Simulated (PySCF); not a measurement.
Vertical excitations of a molecule C3H7FOSi from TDDFT-PBE/def2-SVPD (PySCF), as energy in eV (oscillator strength): 5.69 (0.033), 6.31 (0.065), 6.54 (0.008), 6.60 (0.048), 6.89 (0.089), 7.13 (0.032), 7.30 (0.014), 7.40 (0.027), 7.47 (0.048), 7.51 (0.031). Lowest triplet (TDA): 4.24 eV. Geometry optimised at ωB97X-D3(BJ)/def2-SVP. Other conformers were not sampled.

Q: Pick the molecule that these values belong to.
A. O[Si@H]1C[C@@H](F)C1
B. CC(=O)[Si@@H](C)F
C. O[Si@@H](F)C1CC1
D. C=CC[Si@H](O)F

A: D, C=CC[Si@H](O)F
